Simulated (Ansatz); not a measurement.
The same group exchange along the group O, S, Se.

Computed with Ansatz on PBE0-D4/def2-TZVP structures; ΔE is electronic, products minus reactants. CCSD(T)/CBS adds triple-zeta CCSD(T) − MP2 to the extrapolated MP2 energy (def2 sets, frozen cores). This one scheme is used for every species. Functionals use def2-TZVPP. Elements past krypton have def2 core potentials. For In, Se outer-core shells are correlated without core-valence functions, which leaves a few kJ/mol of doubt a bond. Scalar relativity is left out up to krypton.

```json
{"reaction": "`[OH][InH2]` + `[CH3][AlH2]` → `[AlH2][CH2][InH2]` + H₂O", "B97M-V (kcal/mol)": "11.3", "PBE-D4 (kcal/mol)": "9.4", "B2PLYP (kcal/mol)": "10.6", "CCSD(T)/CBS(def2) (kcal/mol)": "8.0"}
{"reaction": "`[SH][InH2]` + `[CH3][AlH2]` → `[AlH2][CH2][InH2]` + H₂S", "B97M-V (kcal/mol)": "25.5", "PBE-D4 (kcal/mol)": "24.2", "B2PLYP (kcal/mol)": "24.5", "CCSD(T)/CBS(def2) (kcal/mol)": "22.9"}
{"reaction": "`[SeH][InH2]` + `[CH3][AlH2]` → `[AlH2][CH2][InH2]` + H₂Se", "B97M-V (kcal/mol)": "28.9", "PBE-D4 (kcal/mol)": "28.7", "B2PLYP (kcal/mol)": "29.3", "CCSD(T)/CBS(def2) (kcal/mol)": "28.1"}
```

Largest T1 diagnostic: 0.017, for `[OH][InH2]`.
